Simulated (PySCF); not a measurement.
**Nickel: a sound run and one with changed settings**

Sound run: Ni⁺ [Ar] 3d9, Ni²⁺ [Ar] 3d8. Computed with PySCF 2.14 in x2c-SVPall (5s3p3d1f, 36 functions), with the spin-free X2C one-electron Hamiltonian (Gaussian nucleus). In the sound run the correlated levels freeze [Ar]. The sound run starts from symmetry-adapted Hartree-Fock orbitals and uses a fine grid where one is needed.

Changed run: initial guess 1e, at most 50 SCF cycles.

| species | method | sound run (hartree) | changed run (hartree) | converged |
| --- | --- | --- | --- | --- |
| Ni⁺ | UHF | -1518.53264 | -1518.53261 | yes |
| Ni⁺ | PBE0 | -1519.77255 | -1519.77309 | yes |
| Ni⁺ | TPSS | -1520.04265 | -1520.04275 | yes |
| Ni⁺ | MP2 | -1518.78117 | -1518.78115 | yes |
| Ni²⁺ | UHF | -1517.98015 | -1517.98015 | yes |
| Ni²⁺ | PBE0 | -1519.10306 | -1519.10306 | yes |
| Ni²⁺ | TPSS | -1519.36411 | -1519.36411 | yes |
| Ni²⁺ | MP2 | -1518.12967 | -1518.12967 | yes |

Ionisation energy of Ni⁺:

```csv
method,sound run (eV),changed run (eV)
UHF,15.034,15.033
PBE0,18.218,18.232
TPSS,18.464,18.467
MP2,17.728,17.728
SCS-MP2,17.437,17.437
```

Where the changed run lies lower, it found another determinant of the same configuration, with other orbitals of the open shell filled.

For comparison, NIST gives 18.169 eV between the lowest levels.
